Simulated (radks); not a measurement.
Species: Ar II. Configuration: [Ne] 3s2 3p5. All-electron calculation, Dirac Kohn-Sham, PBEsol, spin-unpolarised, spherical densities, point nucleus; open shells are shared between the two j in proportion to 2j + 1. Program: a radial shooting solver on a logarithmic mesh with Libxc functionals. Some entries of the table are withheld. Estimate them.

| orbital | occ. | eigenvalue (hartree) | <r> (bohr) |
|---|---|---|---|
| 1s1/2 | 2 | (1) | 0.08581 |
| 2s1/2 | 2 | -11.40268 | (2) |
| 2p1/2 | 2 | -9.00405 | (3) |
| 2p3/2 | 4 | -8.92203 | (4) |
| 3s1/2 | 2 | -1.34484 | 1.369 |
| 3p1/2 | 1.66667 | -0.81584 | 1.547 |
| 3p3/2 | 3.33333 | -0.80852 | 1.555 |

Answer. 
(1) 1s1/2 eigenvalue (hartree): -115.0028
(2) 2s1/2 <r> (bohr): 0.4144
(3) 2p1/2 <r> (bohr): 0.3752
(4) 2p3/2 <r> (bohr): 0.3776
